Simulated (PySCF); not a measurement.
Compound: 2-fluorobenzyl alcohol, C7H7FO.
Geometry (GFN2-xTB, Å), atoms numbered from 1 in this order:
```
atom  x, y, z in Å
O1     2.7192   -0.8682   -0.3532
C2     2.0252    0.1730    0.2853
C3     0.5252    0.0795    0.1450
C4    -0.1060   -1.1195   -0.1563
C5    -1.4829   -1.1861   -0.2800
C6    -2.2553   -0.0512   -0.1034
C7    -1.6504    1.1564    0.2014
C8    -0.2754    1.2011    0.3213
F9     0.3125    2.3849    0.6143
H10    2.5292   -0.8356   -1.2976
H11    2.2934    0.0974    1.3451
H12    2.3651    1.1543   -0.0771
H13    0.5004   -2.0037   -0.2862
H14   -1.9532   -2.1290   -0.5131
H15   -3.3285   -0.1016   -0.2026
H16   -2.2260    2.0571    0.3457
```

The closed-shell SCF was solved with PySCF and density fitting under several settings on one GFN2-xTB geometry (grid level 2 and gas phase unless stated).

```
                          settings  basis functions  SCF cycles     E (Eh)  HOMO (eV)  LUMO (eV)  dipole (D)
                     PBE0/pcSseg-1              188          14  -445.4707      -7.23      -0.51        1.73
                    PBE0/def2-SVPD              242          14  -445.2198      -7.26      -0.57        1.77
                  BHandHLYP/STO-3G               52          11  -439.9915      -5.84       3.80        1.30
B3LYP/pcSseg-1, level shift 0.2 Eh              188          11  -445.9762      -7.00      -0.68        1.73
                     BLYP/pcSseg-1              188          15  -445.8359      -5.93      -1.20        1.58
                      OLYP/pcseg-1              161          14  -445.7698      -5.96      -1.18        1.55
```

Task: Estimate the row for these settings: HF/pcSseg-1.

Result: 
| settings | basis functions | SCF cycles | E (Eh) | HOMO (eV) | LUMO (eV) | dipole (D) |
| --- | --- | --- | --- | --- | --- | --- |
| HF/pcSseg-1 | 188 | 12 | -443.3723 | -9.34 | 3.07 | 2.08 |

Task: Over all rows, what range does the HOMO–LUMO gap span?

Result: From 4.73 eV (BLYP/pcSseg-1) to 12.41 eV (HF/pcSseg-1). The functional of the narrowest has no exact exchange, that of the widest 100 % exact exchange.

Task: Compare two rows with the functional PBE0: PBE0/pcSseg-1 and PBE0/def2-SVPD. Which energy is lower, and by how much?

Result: PBE0/pcSseg-1 (188 functions) lies 0.2509 Eh or 157 kcal/mol below PBE0/def2-SVPD (242 functions). The smaller set gives the lower energy; the two sets aren't nested, so the variational bound doesn't order them by size.

Cycle counts include a coarse-grid stage where the run had one.

One conformer stands for the species.
